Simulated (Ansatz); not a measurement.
Energy needed to pull apart CH3NSe (SMILES NC=[Se]), closed shell, into free ground-state atoms, from the structure below (displaced at random from a GFN2-xTB minimum); no zero-point or spin–orbit terms; open-shell atoms are treated unrestricted, in their ground-state multiplicity.

| atom | x (Å) | y (Å) | z (Å) |
| --- | --- | --- | --- |
| N1 | -0.2509 | -0.5888 | 0.3938 |
| C2 | 0.0529 | 0.4639 | -0.3601 |
| Se3 | 1.6420 | 1.2642 | -0.3741 |
| H4 | -1.1512 | -1.0150 | 0.3426 |
| H5 | 0.4272 | -0.9884 | 0.9983 |
| H6 | -0.7418 | 0.8501 | -0.9819 |

Ansatz 0.2.0; basis: def2-TZVPP; cores frozen in the correlated methods. Filled d shells of the heavier atoms are correlated. The def2 sets are not built for correlating such inner shells, so the correlated values are less sure here. B3LYP uses VWN-RPA correlation.

```
   method  atomization energy (kcal/mol)
   PBE-D4                          517.7
r2SCAN-D4                          498.5
  PBE0-D4                              ?
 B3LYP-D4                              ?
 HSE06-D4                          501.0
  wB97M-V                          496.5
       HF                          322.3
      MP2                          488.2
     CCSD                          467.1
  CCSD(T)                          478.8
```

(1) What does PBE0-D4 give? (Judge from chemistry; the value comes from the calculation.)

(2) What does B3LYP-D4 give? (Judge from chemistry; the value comes from the calculation.)

The T1 diagnostic stays at or below 0.018.

Results:

(1) The calculation gives: 500.5 kcal/mol, which is about 21.7 kcal/mol more than CCSD(T)/def2-TZVPP.

(2) The calculation gives: 500.3 kcal/mol, which is about 21.4 kcal/mol more than CCSD(T)/def2-TZVPP.

In triple zeta the MP2 and coupled-cluster atomization energies are still short of their basis limit by a few kcal/mol a bond, whereas those of the functionals are nearly converged, so these differences are not deviations from converged CCSD(T).

For scale, one of the runs: CCSD(T)/def2-TZVPP forces, 152 basis functions (an equivalent command: `ansatz run in.yaml --threads 4`). The run took 87 s on 4 CPU threads (shared host), with 1.9 GiB of host memory at its peak.
